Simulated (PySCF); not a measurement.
# Ionisation energy of Xe by level of theory

Xe [Xe] (1S) → Xe⁺ [Kr] 4d10 5s2 5p5 (2P), as a difference of total energies. All numbers are calculated (PySCF 2.14, a scalar-relativistic core potential, in def2-SVP with the def2 core potential (28 electrons) (6s5p3d2f, 50 functions)). Correlated levels: valence: 4s2 4p6 4d10 frozen. The calculations carry no spin-orbit coupling.

```csv
method,ionisation energy (eV)
UHF,11.466
MN15,12.172
TPSS,12.370
MP2 (valence),12.259
SCS-MP2 (valence),12.187
CCSD (valence),12.163
CCSD(T) (valence),12.199
```

Question: How much does correlation contribute at CCSD(T) (valence)?

Answer: 12.199 − (11.466) = 0.733 eV, measured against UHF.

Errors of the correlated levels include the incompleteness of this basis and the frozen core.

For comparison: 12.565 eV (measured; NIST levels, between the centres of gravity of the two terms).
